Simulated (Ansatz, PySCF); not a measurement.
Process, species as SMILES: Br[C]Br -> [C]Br + Br atom (the Br-C bond at the site shown breaks; other sites are not compared here)
Each molecule is optimised on its own at B3LYP-D3(BJ)/def2-TZVP (Ansatz, a quantum-chemistry and plane-wave program). Unstable Hartree-Fock reference: Br[C]Br, [C]Br. High T1 diagnostic, so coupled cluster is less sure: Br[C]Br.
Geometry of the first species:
```xyz
3

C      0.0657    -0.0511     0.9940
Br     0.8365     1.3172    -0.0734
Br    -0.8477    -1.3085    -0.0970
```

Property: bond dissociation energy (enthalpy at 298 K, with B3LYP-D3(BJ) rigid-rotor harmonic-oscillator terms from PySCF), in kcal/mol. Cores are frozen in the correlated levels unless marked. UHF or UKS for open shells. No spin-orbit coupling. The frozen core is the preceding noble-gas configuration, with the filled d and f shells of earlier blocks. Non-relativistic. CBS(X,Y): correlation extrapolated as X^-3; Hartree-Fock from the larger set. [CCSD(T)-MP2]/basis is that difference in the basis named.

```csv
level,program,bond dissociation energy (kcal/mol)
RI-HF/aug-cc-pVTZ,Ansatz,26.5
```

**Question.** Estimate the value at RI-MP2/CBS(aug-cc-pVTZ,aug-cc-pVQZ)+[CCSD(T)-MP2]/aug-cc-pVDZ as computed with Ansatz.

**Answer.** 68.3 kcal/mol
